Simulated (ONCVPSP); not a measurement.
# Reading a pseudo-wave (C (Z = 6))

Columns: radius, all-electron u(r) and pseudo u(r) of the 2p shell (level -5.29 eV) of carbon in the configuration [He] 2s2 2p2; PBE, scalar-relativistic, ONCV scheme, ONCVPSP 4.0.1.

```
r (bohr)  all-electron  pseudo
   0.095        0.0433  0.0198
   0.190        0.1342  0.0762
   0.285        0.2381  0.1615
   0.380        0.3388  0.2644
   0.475        0.4286  0.3725
   0.570        0.5048  0.4746
   0.665        0.5675  0.5621
   0.760        0.6176  0.6304
   0.855        0.6556  0.6783
   0.950        0.6824  0.7076
   1.045        0.6992  0.7217
   1.140        0.7074  0.7246
   1.235        0.7085  0.7199
   1.330        0.7037  0.7103
   1.425        0.6942  0.6974
   1.520        0.6809  0.6822
   1.615        0.6647  0.6650
   1.710        0.6462  0.6463
   1.805        0.6261  0.6261
   1.900        0.6049  0.6049
   1.995        0.5829  0.5829
   2.090        0.5605  0.5605
   2.185        0.5379  0.5379
   2.280        0.5154  0.5154
   2.375        0.4931  0.4931
   2.470        0.4713  0.4712
```

**Question.** How many radial nodes do the two functions have?

**Answer.** The all-electron 2p function has n − l − 1 = 0; the pseudo-wave has 0.

**Question.** At about which radius was the pseudo-wave matched?

**Answer.** 1.90 bohr. The columns agree to 0.0005 from 1.61 bohr on; several derivatives are matched, so the curves merge somewhat inside the radius.

**Question.** Is the pseudo-wave norm-conserving?

**Answer.** Yes: the ONCV scheme keeps the norm inside the radius equal to the all-electron one, which fixes the energy derivative of the logarithmic derivative at the level.
